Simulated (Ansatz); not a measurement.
```yaml
crystal:
  periodic: [false, false, false]
  atoms:
    - {symbol: O, position_ang: [0.863681, 1.105979, -1.833044]}
    - {symbol: C, position_ang: [0.545707, 0.829062, -0.517888]}
    - {symbol: O, position_ang: [-0.132726, -0.398728, -0.432623]}
    - {symbol: Si, position_ang: [-0.562717, -1.122374, 0.981169]}
    - {symbol: H, position_ang: [0.045416, 1.170088, -2.334717]}
    - {symbol: H, position_ang: [-0.085889, 1.616942, -0.078214]}
    - {symbol: H, position_ang: [1.497732, 0.783024, 0.022068]}
    - {symbol: H, position_ang: [-1.233774, -2.388962, 0.613607]}
    - {symbol: H, position_ang: [0.636277, -1.390490, 1.822174]}
    - {symbol: H, position_ang: [-1.490708, -0.255639, 1.760470]}
basis:
  gaussian: {orbitals: aug-pcseg-2}
hamiltonian: {xc: {name: wB97X-D}}
accuracy: high
output: {forces: true}
```

```sh
$ ansatz run in.yaml --threads 2 --pin off --events-out ev --progress --plain --max-ram 4352MiB
```

Output, abridged:

```
Error: YAML parse error: error: line 16 column 19: hamiltonian.xc: no functional is named "wB97X-D"; the names, which are not case-sensitive, are SVWN5, SPW92, PBE, PBE0, PBEsol, revPBE, revPBE0, RPBE, rPW86-PBE, HSE06, wPBEh, LC-wPBE, HISS, HF, BLYP, B3LYP, B3LYP5, BHLYP, CAM-B3LYP, r2SCAN, r2SCANh, r2SCAN0, r2SCAN50, m-r2SCAN, B97, wB97, wB97X, wB97X-V, B97M-V, wB97M-V, B2PLYP, B2GP-PLYP, PBE0-DH, PBE-QIDH
14 | basis:
15 |   gaussian: {orbitals: aug-pcseg-2}
16 | hamiltonian: {xc: {name: wB97X-D}}
17 | accuracy: high
18 | output: {forces: true}
```

Question: Something in this input is off. What?

Answer: The method's name isn't one that the program takes here. The program refused the input.

HSE06 is defined as in plane-wave codes.
